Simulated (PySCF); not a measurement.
C$_{5}$H$_{9}$NO, charge -1, doublet, geometry from GFN2-xTB (a state made from the parent by changing its charge; the spin is typed, not shown lowest) (in this run its highest filled SCF level lies above zero, so its values depend strongly on the basis, on diffuse functions most of all); PySCF with PBE0/STO-3G.

The PySCF input:
```python
from pyscf import gto, scf, dft

mol = gto.M(
    atom='''
C     2.01899196   -0.19153583   -0.05444017
N     0.74008315    0.43156942    0.14577118
C     0.15099314    1.01393866   -1.03102301
C    -1.35148295    1.02163977   -0.75716708
C    -1.55738155   -0.30216647   -0.03518349
C    -0.28542871   -0.44211900    0.81202335
O     0.08297955   -1.56352252    1.34588012
H     2.83187306    0.54771606   -0.00442029
H     2.09990754   -0.72317226   -1.02402647
H     2.12966212   -0.92321581    0.74824741
H     0.35833796    0.41216057   -1.94533011
H     0.54919047    2.02794250   -1.21597205
H    -1.59567252    1.85242952   -0.09089989
H    -1.93789699    1.12405680   -1.67708930
H    -2.45899469   -0.30452787    0.58826347
H    -1.67497655   -1.12473787   -0.77146962
''',
    basis='sto-3g',
    charge=-1,
    spin=1,
    verbose=4,
    symmetry=True,
)

mf = dft.UKS(mol)
mf.xc = 'pbe0'
mf.kernel()
mf.analyze()
```

Q: Predict the main parts of the log of this PySCF run.

A: 
```
PySCF version 2.14.0

[INPUT] verbose = 4
[INPUT] num. atoms = 16
[INPUT] num. electrons = 55
[INPUT] charge = -1
[INPUT] spin (= nelec alpha-beta = 2S) = 1
[INPUT] symmetry True subgroup None
[INPUT] Mole.unit = angstrom
[INPUT] Symbol           X                Y                Z      unit          X                Y                Z       unit  Magmom
[INPUT]  1 C      2.018991960000  -0.191535830000  -0.054440170000 AA    3.815341852099  -0.361950261741  -0.102877011475 Bohr   0.0
[INPUT]  2 N      0.740083150000   0.431569420000   0.145771180000 AA    1.398554462905   0.815548007537   0.275467607055 Bohr   0.0
[INPUT]  3 C      0.150993140000   1.013938660000  -1.031023010000 AA    0.285335681288   1.916066374508  -1.948351117025 Bohr   0.0
[INPUT]  4 C     -1.351482950000   1.021639770000  -0.757167080000 AA   -2.553932637519   1.930619363264  -1.430838411737 Bohr   0.0
[INPUT]  5 C     -1.557381550000  -0.302166470000  -0.035183490000 AA   -2.943024600951  -0.571011872327  -0.066487160206 Bohr   0.0
[INPUT]  6 C     -0.285428710000  -0.442119000000   0.812023350000 AA   -0.539382089988  -0.835483824467   1.534501738252 Bohr   0.0
[INPUT]  7 O      0.082979550000  -1.563522520000   1.345880120000 AA    0.156808623440  -2.954629352390   2.543344823297 Bohr   0.0
[INPUT]  8 H      2.831873060000   0.547716060000  -0.004420290000 AA    5.351464502934   1.035033347426  -0.008353137491 Bohr   0.0
[INPUT]  9 H      2.099907540000  -0.723172260000  -1.024026470000 AA    3.968250137509  -1.366597512283  -1.935129572605 Bohr   0.0
[INPUT] 10 H      2.129662120000  -0.923215810000   0.748247410000 AA    4.024478144661  -1.744625034768   1.413982678315 Bohr   0.0
[INPUT] 11 H      0.358337960000   0.412160570000  -1.945330110000 AA    0.677160604435   0.778870596645  -3.676141129770 Bohr   0.0
[INPUT] 12 H      0.549190470000   2.027942500000  -1.215972050000 AA    1.037819578521   3.832255921366  -2.297854149626 Bohr   0.0
[INPUT] 13 H     -1.595672520000   1.852429520000  -0.090899890000 AA   -3.015384047295   3.500584457860  -0.171775896853 Bohr   0.0
[INPUT] 14 H     -1.937896990000   1.124056800000  -1.677089300000 AA   -3.662094568719   2.124159500455  -3.169239463439 Bohr   0.0
[INPUT] 15 H     -2.458994690000  -0.304527870000   0.588263470000 AA   -4.646826505860  -0.575474271597   1.111656847386 Bohr   0.0
[INPUT] 16 H     -1.674976550000  -1.124737870000  -0.771469620000 AA   -3.165246944569  -2.125446536227  -1.457866295222 Bohr   0.0

nuclear repulsion = 313.959445883856
point group symmetry = C1
symmetry origin: [0. 0. 0.]
symmetry axis x: [1. 0. 0.]
symmetry axis y: [0. 1. 0.]
symmetry axis z: [0. 0. 1.]
num. orbitals of irrep A = 44
number of shells = 30
number of NR pGTOs = 132
number of NR cGTOs = 44
basis = sto-3g
ecp = {}

******** <class 'pyscf.dft.uks.UKS'> ********
method = UKS
initial guess = minao
damping factor = 0
level_shift factor = 0
DIIS = <class 'pyscf.scf.diis.CDIIS'>
diis_start_cycle = 1
diis_space = 8
diis_damp = 0
SCF conv_tol = 1e-09
SCF conv_tol_grad = None
SCF max_cycles = 50
direct_scf = True
direct_scf_tol = 1e-13
number electrons alpha = 28  beta = 27
XC library pyscf.dft.libxc version 7.1.2
    S. Lehtola, C. Steigemann, M. J. T. Oliveira, and M. A. L. Marques,  SoftwareX 7, 1–5 (2018)
XC functionals = pbe0
    C. Adamo and V. Barone,  J. Chem. Phys. 110, 6158 (1999)
    M. Ernzerhof and G. E. Scuseria,  J. Chem. Phys. 110, 5029 (1999)
radial grids:
    Treutler-Ahlrichs [JCP 102, 346 (1995); DOI:10.1063/1.469408] (M4) radial grids

becke partition: Becke, JCP 88, 2547 (1988); DOI:10.1063/1.454033
pruning grids: <function nwchem_prune>
grids dens level: 3
symmetrized grids: True
atomic radii adjust function: <function treutler_atomic_radii_adjust>
small_rho_cutoff = 0
Set gradient conv threshold to 3.16228e-05
tot grids = 186848
init E= -322.308950993602

cycle= 1 E= -321.095853734944  delta_E= 1.21  |g|= 0.43  |ddm|= 3.71
cycle= 2 E= -320.602949807485  delta_E= 0.493  |g|= 1.09  |ddm|= 2.33
cycle= 3 E= -321.265722655842  delta_E= -0.663  |g|= 0.0983  |ddm|= 1.68
cycle= 4 E= -321.271000724945  delta_E= -0.00528  |g|= 0.0585  |ddm|= 0.217
cycle= 5 E= -321.273108020112  delta_E= -0.00211  |g|= 0.0103  |ddm|= 0.0898
cycle= 6 E= -321.273191752362  delta_E= -8.37e-05  |g|= 0.00481  |ddm|= 0.0211
cycle= 7 E= -321.273215045347  delta_E= -2.33e-05  |g|= 0.000746  |ddm|= 0.0141
cycle= 8 E= -321.273215724896  delta_E= -6.8e-07  |g|= 0.000358  |ddm|= 0.00241
cycle= 9 E= -321.273215829869  delta_E= -1.05e-07  |g|= 5.82e-05  |ddm|= 0.000868
cycle= 10 E= -321.273215833627  delta_E= -3.76e-09  |g|= 2.83e-05  |ddm|= 0.000203
cycle= 11 E= -321.273215834205  delta_E= -5.78e-10  |g|= 5.54e-06  |ddm|= 5.23e-05
Extra cycle  E= -321.273215834252  delta_E= -4.68e-11  |g|= 3.43e-06  |ddm|= 1.86e-05
converged SCF energy = -321.273215834252  <S^2> = 0.75183381  2S+1 = 2.001833
**** SCF Summaries ****
Total Energy =                        -321.273215834252028
Nuclear Repulsion Energy =             313.959445883855665
One-electron Energy =                -1074.105303603321545
Two-electron Energy =                  438.872641885213795
Two-electron Coulomb Energy =          485.179131498763297
DFT Exchange-Correlation Energy =      -46.306489613549516
**** MO energy ****
                             alpha | beta                alpha | beta
MO #1   energy= -18.477609676006   | -18.4688515986925  occ= 1 | 1
MO #2   energy= -13.8999976314298  | -13.8990827383639  occ= 1 | 1
MO #3   energy= -9.87710138222088  | -9.87694829850011  occ= 1 | 1
MO #4   energy= -9.86313220640897  | -9.86268445652316  occ= 1 | 1
MO #5   energy= -9.86094091761575  | -9.86093643201839  occ= 1 | 1
MO #6   energy= -9.80646310302292  | -9.80604891723495  occ= 1 | 1
MO #7   energy= -9.68175379769744  | -9.67249024966944  occ= 1 | 1
MO #8   energy= -0.678628453035871 | -0.674208809724292 occ= 1 | 1
MO #9   energy= -0.5989537280263   | -0.575067966402087 occ= 1 | 1
MO #10  energy= -0.559040931131987 | -0.557707095425917 occ= 1 | 1
MO #11  energy= -0.460095416826302 | -0.458367335190959 occ= 1 | 1
MO #12  energy= -0.426299818829673 | -0.421338591054534 occ= 1 | 1
MO #13  energy= -0.356077304537516 | -0.354492113442398 occ= 1 | 1
MO #14  energy= -0.266347294847822 | -0.261747474332804 occ= 1 | 1
MO #15  energy= -0.262007870567575 | -0.260999295984298 occ= 1 | 1
MO #16  energy= -0.220078053490002 | -0.21715941268482  occ= 1 | 1
MO #17  energy= -0.203870518727586 | -0.202923363239889 occ= 1 | 1
MO #18  energy= -0.172937243341521 | -0.167457181595733 occ= 1 | 1
MO #19  energy= -0.167044622899873 | -0.159541784326531 occ= 1 | 1
MO #20  energy= -0.131538834633519 | -0.12784551720905  occ= 1 | 1
MO #21  energy= -0.112326391664481 | -0.111276095561048 occ= 1 | 1
MO #22  energy= -0.105989845242306 | -0.104401371474034 occ= 1 | 1
MO #23  energy= -0.0743210241412771 | -0.0674412051736228 occ= 1 | 1
MO #24  energy= 0.0191995618053762 | 0.0407638090966768 occ= 1 | 1
MO #25  energy= 0.0322741972440868 | 0.0672331082984263 occ= 1 | 1
MO #26  energy= 0.119660444038645  | 0.172608869433844  occ= 1 | 1
MO #27  energy= 0.189409970311458  | 0.20195311701393   occ= 1 | 1
MO #28  energy= 0.305576274148524  | 0.474723579676016  occ= 1 | 0
MO #29  energy= 0.563783960397789  | 0.565780254270583  occ= 0 | 0
MO #30  energy= 0.580077543326703  | 0.582495366897075  occ= 0 | 0
MO #31  energy= 0.588510567744913  | 0.592618718446439  occ= 0 | 0
MO #32  energy= 0.624213290609268  | 0.628396815590383  occ= 0 | 0
MO #33  energy= 0.64215195587077   | 0.64494345852491   occ= 0 | 0
MO #34  energy= 0.657351375208846  | 0.658524415665083  occ= 0 | 0
MO #35  energy= 0.667808788158315  | 0.670575179480794  occ= 0 | 0
MO #36  energy= 0.689338683926393  | 0.690719293091351  occ= 0 | 0

To work with the spin densities directly, `use mulliken_meta_spin()` only printing them here.

 ** Mulliken spin pop alpha/beta on meta-lowdin orthogonal AOs **
 ** Mulliken Spin Density (per AO)  **
spin_pop of  0 C 1s        0.00000
spin_pop of  0 C 2s        0.00245
spin_pop of  0 C 2px       0.00928
spin_pop of  0 C 2py       0.00256
spin_pop of  0 C 2pz       0.00071
spin_pop of  1 N 1s        0.00000
spin_pop of  1 N 2s        0.01700
spin_pop of  1 N 2px      -0.00540
spin_pop of  1 N 2py      -0.00487
spin_pop of  1 N 2pz       0.01200
spin_pop of  2 C 1s        0.00000
spin_pop of  2 C 2s        0.00135
spin_pop of  2 C 2px       0.00070
spin_pop of  2 C 2py       0.00064
spin_pop of  2 C 2pz       0.00083
spin_pop of  3 C 1s       -0.00000
spin_pop of  3 C 2s       -0.00013
spin_pop of  3 C 2px       0.00071
spin_pop of  3 C 2py      -0.00023
spin_pop of  3 C 2pz       0.00028
spin_pop of  4 C 1s        0.00000
spin_pop of  4 C 2s        0.00287
spin_pop of  4 C 2px       0.01035
spin_pop of  4 C 2py       0.00079
spin_pop of  4 C 2pz      -0.00806
spin_pop of  5 C 1s       -0.00000
spin_pop of  5 C 2s        0.07499
spin_pop of  5 C 2px       0.02439
spin_pop of  5 C 2py       0.16367
spin_pop of  5 C 2pz       0.21152
spin_pop of  6 O 1s       -0.00000
spin_pop of  6 O 2s        0.00543
spin_pop of  6 O 2px       0.00995
spin_pop of  6 O 2py       0.10356
spin_pop of  6 O 2pz       0.32663
spin_pop of  7 H 1s       -0.00130
spin_pop of  8 H 1s        0.00257
spin_pop of  9 H 1s        0.00058
spin_pop of  10 H 1s        0.00048
spin_pop of  11 H 1s       -0.00083
spin_pop of  12 H 1s       -0.00006
spin_pop of  13 H 1s       -0.00076
spin_pop of  14 H 1s        0.00811
spin_pop of  15 H 1s        0.02724
 ** Mulliken Spin Density (per atom)  **
spin density of  0 C =      0.01500
spin density of  1 N =      0.01873
spin density of  2 C =      0.00352
spin density of  3 C =      0.00062
spin density of  4 C =      0.00596
spin density of  5 C =      0.47457
spin density of  6 O =      0.44557
spin density of  7 H =     -0.00130
spin density of  8 H =      0.00257
spin density of  9 H =      0.00058
spin density of  10 H =      0.00048
spin density of  11 H =     -0.00083
spin density of  12 H =     -0.00006
spin density of  13 H =     -0.00076
spin density of  14 H =      0.00811
spin density of  15 H =      0.02724
 ** Mulliken pop alpha/beta on meta-lowdin orthogonal AOs **
 ** Mulliken pop       alpha | beta **
In total            28.00000 | 27.00000
 ** Mulliken atomic charges   ( Nelec_alpha | Nelec_beta ) **
charge of  0C =     -0.09313  (     3.05406      3.03907 )
charge of  1N =     -0.21589  (     3.61731      3.59858 )
charge of  2C =     -0.02464  (     3.01408      3.01056 )
charge of  3C =     -0.08810  (     3.04436      3.04374 )
charge of  4C =     -0.11526  (     3.06061      3.05465 )
charge of  5C =     -0.15125  (     3.31291      2.83834 )
charge of  6O =     -0.38673  (     4.41615      3.97058 )
charge of  7H =      0.00305  (     0.49782      0.49913 )
charge of  8H =     -0.00007  (     0.50132      0.49875 )
charge of  9H =      0.05083  (     0.47488      0.47429 )
charge of  10H =     -0.00258  (     0.50153      0.50105 )
charge of  11H =     -0.00041  (     0.49979      0.50062 )
charge of  12H =      0.02575  (     0.48710      0.48715 )
charge of  13H =      0.00901  (     0.49511      0.49588 )
charge of  14H =      0.00041  (     0.50385      0.49574 )
charge of  15H =     -0.01099  (     0.51911      0.49188 )

WARN: System has nonzero charge -1; the dipole moment is origin-dependent.
Location of origin: [0. 0. 0.]

Dipole moment(X, Y, Z, Debye): -0.00869,  2.44580, -3.82855
```
